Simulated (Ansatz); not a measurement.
The cluster AuF₂⁻, relaxed as a singlet with RKS PBE-D4/def2-TZVPD in Ansatz, starting from the GFN2-xTB geometry. Force threshold 0.02 eV/Å.

In the def2 sets Au takes a core potential; there is no spin–orbit coupling. The relaxation made no stability test and no search for a lower SCF solution. The structure comes from a short search, and lower isomers may exist.

Start:

```xyz
3

Au    0.000    0.000    0.000
F    -0.952   -0.605   -1.606
F     0.952    0.605    1.606
```

(1) Estimate the energy that the relaxation releases and the steps that it takes.

(2) Does the start keep its bonding and symmetry?

(3) Predict the relaxed structure.

Results:

(1) 0.02 eV, in 3 steps; 1.5 s on 4 threads of Arm Neoverse V2 on a shared host. No frequencies were taken in this run, so the end may be a saddle point.

(2) By distances, no bond broke or formed. The bond that changes most is Au1–F2, from 1.96 to 2.00 Å (atoms count from 1). Point group D∞h at the start, D∞h at the end, both within 0.05 Å.

(3) 
Cartesian coordinates in Å:
```
Au 0.0000 0.0000 0.0000
F -0.9683 -0.6146 -1.6328
F 0.9683 0.6146 1.6328
```
Bond lengths: 2 × Au–F 2.00 Å.
